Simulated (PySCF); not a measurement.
# Structure elucidation problem

The spectra below were simulated for a compound C4H5F3O.

$^{1}$H NMR (300 MHz, computed): δ 2.93 (q, J = 11.5 Hz, 2H), 2.31 (q, J = 1.8 Hz, 3H).

$^{13}$C{$^{1}$H} NMR (computed): δ 213.7 (C, q, J = 1.7 Hz), 136.6 (C, q, J = 342.2 Hz), 54.0 (CH2, q, J = 31.0 Hz), 31.8 (CH3).

[PySCF 2.14.0 with density-fitted response routines: σ from GIAO-CAM-B3LYP/pcSseg-2; J couplings at B3LYP/pcJ-1 (spin–dipole term only in couplings to heteroatoms); PBE0-D3(BJ)/def2-SVP geometry; gas phase; no relativistic terms; rapidly exchanging positions averaged; one computed conformer]

δ = σ(ref) − σ, references computed at the same level: TMS for $^{1}$H (31.34 ppm) and $^{13}$C (182.55 ppm).

Propose a structure and justify it.

Answers


- The formula gives 1 degree of unsaturation (no ring in the answer).
- 4 carbon signals for 4 carbons: no two carbons are equivalent.
- Carbon types of the structure: 2 × C, 1 × CH2, 1 × CH3, which accounts for all hydrogens.
- δC 213.7: ketone carbonyl carbon; the double bond to the heteroatom, with no lone-pair donor beside it, deshields it most.
- δC 136.6: CF3 carbon; 3 electronegative neighbours deshield it.
- δC 54.0: sp3 CH2 α to a carbonyl; α to the electron-withdrawing carbonyl group.
- δC 31.8: methyl carbon α to a carbonyl; α to the electron-withdrawing carbonyl group.
- δH 2.93: hydrogen on an sp3 CH2 α to a carbonyl; α to C=O.
- δH 2.31: hydrogen on a methyl carbon α to a carbonyl; α to C=O.

The compound is 4,4,4-trifluorobutan-2-one.

The shifts were computed for this structure.

C–F couplings over four or more bonds (about 3 Hz to the para carbon of a fluoroarene) are left out. Common functionals overestimate the size of one-bond C–F couplings by tens of Hz; these are unscaled. Multiplet labels drop couplings under 1 Hz and merge nearly equal ones. Shifts are as computed, not scaled to solution data. Of 1211 compounds with measured shifts, 218 miss one by over three times the rms of a fit or turn the order of signals round; such compounds aren't used in these exercises.
